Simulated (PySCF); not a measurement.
Al(Cl)(Me)(SH) (CH4AlClS), SMILES [CH3][Al]([SH])[Cl]. Atoms are numbered in the order given.

```xyz
8

Al    -0.1432    -0.1201     0.2999
Cl     1.8405    -0.6341    -0.1882
C     -0.9563    -0.7679     1.9363
H     -0.9778    -1.8703     1.9390
H     -1.9855    -0.4055     2.0801
H     -0.3576    -0.4573     2.8083
S     -1.1301     1.1547    -1.1674
H     -2.2855     1.2061    -0.4662
```

Geometry optimised at PBE0-D3(BJ)/def2-SVP. The values are those of a single conformer.

These are PBE0-D3(BJ)/def2-SVP (PySCF) values and carry that method's errors.

Frequencies are harmonic and unscaled.

Problem. List the normal modes with their intensities. (The exact figures need the calculation; the answer reports its results.)

Solution. 
```
mode  ν (cm⁻¹)  IR (km/mol)  Raman (Å⁴/amu)  depolarisation   moving atoms (share of kinetic energy)
----  --------  -----------  --------------  --------------  ---------------------------------------
1           38          0.0             0.0               –                                   H 98 %
2          137          6.4             1.8            0.74         S 35 %, Cl 32 %, Al 17 %, C 10 %
3          154          4.9             2.5            0.73  C 35 %, H 26 %, Cl 18 %, S 13 %, Al 8 %
4          184         18.2             0.2            0.75                          Al 65 %, H 17 %
5          266         12.2             2.1            0.75                                   H 96 %
6          411         11.0            20.3            0.10  S 33 %, Cl 27 %, C 20 %, H 10 %, Al 9 %
7          562         72.1             2.8            0.75         Al 50 %, Cl 21 %, H 15 %, S 11 %
8          624         30.0            10.9            0.63                           H 76 %, C 12 %
9          649         42.6             1.6            0.75                           H 76 %, C 18 %
10         696        119.5             0.8            0.15                  H 38 %, Al 34 %, C 24 %
11         732         84.9             1.5            0.29                  H 53 %, Al 25 %, C 18 %
12        1214         24.9             2.6            0.01                           H 79 %, C 21 %
13        1418          2.5            10.3            0.75                                   H 96 %
14        1419          3.7             8.5            0.75                                   H 95 %
15        2709          0.4           127.9            0.29                                   H 97 %
16        3052          0.6           135.2            0.00                                   H 97 %
17        3151          0.4            91.3            0.75                            H 91 %, C 9 %
18        3167          1.9            85.8            0.75                            H 91 %, C 9 %
```
